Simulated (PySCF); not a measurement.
Job file and geometry (Å, from GFN2-xTB) of an NMR shielding run on SMILES N[SiH2]COC1CCCC1, C₆H₁₅NOSi, PySCF 2.14.0, density-fitted response routines, GIAO PBE0/pcSseg-1 NMR shielding, non-relativistic, gas phase; density fitting, a coarse starting grid and PySCF grid level 2 are the driver's defaults:

```
$ OMP_NUM_THREADS=1 python probes_run.py task.json out

{"job": {"kind": "nmr", "xc": "PBE0", "basis": "pcSseg-1"}, "charge": 0, "multiplicity": 1}
N      3.234843     0.679187    -0.930378
Si     3.253532    -0.492102     0.328681
C      1.556596    -0.300217     1.167880
O      0.600100    -0.567352     0.161881
C     -0.746452    -0.449149     0.573421
C     -1.246606     1.013502     0.592065
C     -2.104854     1.158340    -0.662891
C     -2.763383    -0.211543    -0.792122
C     -1.626670    -1.175730    -0.460270
H      2.368892     0.794028    -1.434751
H      4.016247     0.744078    -1.562476
H      3.407904    -1.896540    -0.077773
H      4.328609    -0.106355     1.246732
H      1.418757     0.706823     1.580249
H      1.428714    -1.003854     2.002029
H     -0.847671    -0.899757     1.573152
H     -1.849960     1.188586     1.483891
H     -0.409429     1.710532     0.601039
H     -2.826457     1.970577    -0.582025
H     -1.467879     1.342415    -1.529298
H     -3.565347    -0.307601    -0.057660
H     -3.179849    -0.388194    -1.782759
H     -1.983224    -2.135310    -0.090575
H     -1.008147    -1.354600    -1.340485
```

Problem. What does the program print?

Solution. 
```
coarse grid: 19592 points
cycle   1  E = -656.3691259113  dE =  9.854e-01  |g| = 7.076e-01  |ddm| = 4.241e+00
cycle   2  E = -656.2755425683  dE =  9.358e-02  |g| = 9.934e-01  |ddm| = 1.552e+00
cycle   3  E = -656.4747336573  dE = -1.992e-01  |g| = 9.595e-02  |ddm| = 1.018e+00
cycle   4  E = -656.4760967571  dE = -1.363e-03  |g| = 4.618e-02  |ddm| = 9.956e-02
cycle   5  E = -656.4765309991  dE = -4.342e-04  |g| = 8.701e-03  |ddm| = 4.196e-02
cycle   6  E = -656.4765441030  dE = -1.310e-05  |g| = 3.317e-03  |ddm| = 9.675e-03
cycle   7  E = -656.4765464003  dE = -2.297e-06  |g| = 3.987e-04  |ddm| = 2.800e-03
final grid: 181960 points
cycle   8  E = -656.5387380938  dE = -4.903e-05  |g| = 1.306e-02  |ddm| = 3.544e-02
cycle   9  E = -656.5387052560  dE =  3.284e-05  |g| = 1.855e-02  |ddm| = 2.255e-02
cycle  10  E = -656.5387738289  dE = -6.857e-05  |g| = 1.461e-03  |ddm| = 1.339e-02
cycle  11  E = -656.5387742669  dE = -4.380e-07  |g| = 3.320e-04  |ddm| = 1.671e-03
cycle  12  E = -656.5387742886  dE = -2.168e-08  |g| = 7.381e-05  |ddm| = 3.676e-04
cycle  13  E = -656.5387742895  dE = -8.736e-10  |g| = 3.509e-05  |ddm| = 8.525e-05
cycle  14  E = -656.5387742897  dE = -2.669e-10  |g| = 3.692e-06  |ddm| = 3.067e-05
converged SCF energy = -656.5387742897

GIAO shielding tensors (ppm)
atom      isotropic    diamagn.    paramagn.     s11        s22        s33       span
  0 N      265.709     318.429     -52.720    235.738    257.644    303.746     68.008
  1 Si     387.229     879.406    -492.178    359.463    371.297    430.926     71.463
  2 C      123.827     250.154    -126.327     86.860    108.774    175.849     88.989
  3 O      285.640     401.711    -116.070    237.865    294.116    324.940     87.075
  4 C       97.609     244.604    -146.994     67.530     82.256    143.042     75.511
  5 C      152.503     249.036     -96.533    137.644    150.944    168.921     31.277
  6 C      158.043     248.296     -90.253    136.203    165.076    172.850     36.647
  7 C      156.888     250.949     -94.061    131.881    165.066    173.719     41.838
  8 C      148.358     247.913     -99.555    118.935    154.572    171.566     52.631
  9 H       31.278      35.422      -4.144     22.014     29.847     41.972     19.958
 10 H       31.851      28.246       3.605     23.815     26.996     44.741     20.926
 11 H       26.680      28.860      -2.180     23.450     24.509     32.081      8.632
 12 H       27.067      27.461      -0.394     23.559     24.975     32.667      9.108
 13 H       28.135      32.577      -4.442     24.027     27.170     33.208      9.181
 14 H       28.653      31.143      -2.490     24.815     26.930     34.214      9.399
 15 H       27.888      33.474      -5.586     25.201     27.637     30.826      5.625
 16 H       30.306      32.196      -1.890     25.206     28.499     37.214     12.008
 17 H       29.737      32.937      -3.200     24.988     29.331     34.893      9.906
 18 H       30.017      29.582       0.435     25.073     27.227     37.752     12.679
 19 H       30.209      31.690      -1.481     25.917     28.406     36.305     10.388
 20 H       30.509      30.346       0.163     25.817     27.947     37.763     11.946
 21 H       29.923      29.257       0.667     25.302     26.904     37.563     12.261
 22 H       29.404      30.796      -1.392     24.774     27.961     35.478     10.704
 23 H       30.147      32.204      -2.057     25.175     30.227     35.039      9.865
```

Problem. Turn these shieldings into chemical shifts. Referencing at the same level of theory: ¹⁵N (σref 267.73) against NH3; TMS for ²⁹Si (σref 349.16) and ¹³C (σref 186.93) and ¹H (σref 31.72); H2O for ¹⁷O (σref 336.08).

Solution. Averaging equivalent atoms: N 0: 2.0; Si 1: -38.1; C 4: 89.3; C 2: 63.1; C 5/8: 36.5; C 6/7: 29.5; O 3: 50.4; H 11/12: 4.84; H 15: 3.83; H 13/14: 3.32; H 16/22: 1.86; H 17/23: 1.77; H 19/21: 1.65; H 18/20: 1.45; H 9/10: 0.15 ppm. Experimental scales use liquid or dissolved standards, which lie at an offset from isolated NH3 (liquid NH3: subtract about 20 ppm) and H2O (liquid H2O: subtract about 36 ppm).

Size and cost of the density-fitted run: 235 basis functions, 100 s wall time on 1 thread of an Arm Neoverse N1, shared host; peak memory 1.1 GiB.
